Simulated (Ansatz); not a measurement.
A nudged elastic band was laid between two geometries of a periodic cell of 13 atoms, LiSc12 (surface Sc(0001), adsorbate Li).

Level of theory: Ansatz, DFT LDA, scalar-relativistic, plane waves, PAW. Settings: cutoff 420 eV, k mesh 3x3x1, fermi-dirac smearing 0.1 eV, no spin polarisation.

```
movable images  : 5
climbing image  : yes
spring          : 5.0 eV/Å²
optimiser       : quadratic models (default)
start path      : IDPP
force threshold : 0.03 eV/Å
iteration limit : 68
end points      : relaxed
atoms held      : 1 to 4
```

First end point:

```xyz
13
Lattice="6.6200 0.0000 0.0000 3.3100 5.7331 0.0000 0.0000 0.0000 17.2761" Properties=species:S:1:pos:R:3
Sc 0.000 0.000 1.000
Sc 3.310 0.000 1.000
Sc 1.655 2.867 1.000
Sc 4.965 2.867 1.000
Sc 0.000 1.911 3.389
Sc 3.310 1.899 3.382
Sc 1.645 4.784 3.382
Sc 4.976 4.783 3.382
Sc 0.000 -0.054 5.771
Sc 3.311 0.000 5.873
Sc 1.702 2.894 5.771
Sc 4.918 2.894 5.772
Li 3.306 3.826 8.346
```

Last end point:

Only the atoms that move by more than 0.05 Å are listed.
```
Sc9 0.001 0.000 5.873
Sc10 3.310 -0.054 5.771
Sc11 1.608 2.894 5.772
Sc12 5.012 2.894 5.771
Li13 6.616 3.826 8.346
```

Which bonds break or form, and what moves?

The atom that moves furthest is Li13, by 3.31 Å; four of its nearest neighbours are Sc9 3.17, Sc11 3.17, Sc12 3.18, Sc10 4.55 Å at the first end and Sc10 3.17, Sc12 3.17, Sc11 3.18, Sc9 4.55 Å at the last.

What energy profile does the band end with?

It converged. The highest image is number 4 of 0 to 6, 0.014 eV above the ends, which have the same energy within 2 meV. Beside the main top the profile has a ripple of under 15 meV (maxima at images 1, 4), which may be a very shallow well or noise. By the program's own check the climbing image is of a kind that is not told: the force calls were inconclusive, a negative curvature could not be distinguished from the path's own, the only one lies far off the path, or fixed occupations may fill a level only in part (lowest curvatures found: -0.08 and 0.21 eV/Å²). Limits of this set-up: coarse k mesh, thin slab, slab without dipole correction, a typed lattice constant that wasn't relaxed here.

| image | path coordinate (Å) | energy (eV) | Sc9–Li13 (Å) | Sc10–Li13 (Å) |
| --- | --- | --- | --- | --- |
| 0 | 0.00 | 0.000 | 3.17 | 4.55 |
| 1 | 0.72 | 0.012 | 3.07 | 3.95 |
| 2 | 1.44 | 0.004 | 3.08 | 3.42 |
| 3 | 2.15 | -0.001 | 3.30 | 3.11 |
| 4 | 2.87 | 0.014 | 3.79 | 3.07 |
| 5 | 3.32 | 0.007 | 4.17 | 3.10 |
| 6 | 3.78 | 0.000 | 4.55 | 3.17 |

What is the geometry of the highest image?


```xyz
13
Lattice="6.6200 0.0000 0.0000 3.3100 5.7331 0.0000 0.0000 0.0000 17.2761" Properties=species:S:1:pos:R:3
Sc 0.000 0.000 1.000
Sc 3.310 0.000 1.000
Sc 1.655 2.867 1.000
Sc 4.965 2.867 1.000
Sc 0.014 1.903 3.396
Sc 3.286 1.925 3.385
Sc 1.669 4.769 3.397
Sc 4.956 4.784 3.354
Sc 0.048 -0.026 5.860
Sc 3.282 -0.033 5.729
Sc 1.597 2.901 5.874
Sc 4.980 2.909 5.732
Li 5.845 4.273 8.340
```

The run took 7.9 min on 4 threads of Intel(R) Xeon(R) Platinum 8488C (Sapphire Rapids), with other jobs on the host, peak memory 2.2 GiB.
